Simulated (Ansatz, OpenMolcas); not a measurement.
## Computed against measured: atomisation enthalpy at 298 K

6 molecules; the atomisation enthalpy at 298 K in kJ/mol, computed less measured. Shapes, held fixed at every level: PBE0-D4/def2-TZVP. Flexible molecules stand in one conformer, not always the lowest. Thermal terms are harmonic and unscaled (B3LYP/6-31G*, PBE0-D4/def2-TZVP); the spin-orbit lowering of the free atoms is taken from their spectra. Programs: Ansatz 0.2.0, OpenMolcas 26.06. A level may come from different programs for different species; with the same settings they agree closely. Measured values: Active Thermochemical Tables, CRC Handbook of Chemistry and Physics, NIST-JANAF tables.

Levels: A = HF/STO-3G; B = SVWN5/6-31G* (spherical functions); C = HSE06/6-31G* (spherical functions); D = CCSD(T)/6-31G* (spherical functions).

```csv
molecule,from tabulated heats,A,B,C,D
H2S (hydrogen sulfide),733,-167,+70,-40,-125
C2H3BrO (SMILES CC(=O)Br),2639,-617,+484,+16,-239
C2H5Br (bromoethane),2699,-156,+394,+15,-248
C3H7N (cyclopropylamine),4072,-611,+632,+18,-411
C3H8O (SMILES CCOC),4360,-434,+671,+16,-401
C4H8 (SMILES C=C(C)C),4629,-347,+645,+23,-398
```

**Question.** Sum up the errors.

**Answer.** 
| level | kind | mean error | mean absolute error | worst case |
| --- | --- | --- | --- | --- |
| HF/STO-3G | Hartree–Fock | -388.7 | 388.7 | C2H3BrO |
| SVWN5/6-31G* (spherical functions) | LDA | +482.7 | 482.7 | C3H8O |
| HSE06/6-31G* (spherical functions) | range-separated hybrid | +8.0 | 21.3 | H2S |
| CCSD(T)/6-31G* (spherical functions) | coupled cluster or CI | -303.7 | 303.7 | C3H7N |

On this set HSE06/6-31G* (spherical functions) has the smallest mean absolute error and SVWN5/6-31G* (spherical functions) the largest. HF/STO-3G is too low in 6 of 6; SVWN5/6-31G* (spherical functions) is too high in 6 of 6; HSE06/6-31G* (spherical functions) is too high in 5 of 6; CCSD(T)/6-31G* (spherical functions) is too low in 6 of 6. The heats of C2H3BrO come from older tables and can be uncertain by 10 kJ/mol or more. A functional in a double-zeta set wins here by errors that cancel. For SVWN5/6-31G* (spherical functions) the error grows with the size of the molecule. Hartree–Fock lacks correlation and underbinds. Rows in very small basis sets show the basis more than the method. Correlated wave functions converge slowly with the basis. Relativity is left out for Br. Outer-core shells of Br are correlated, in sets that cover them unevenly. The set is small.
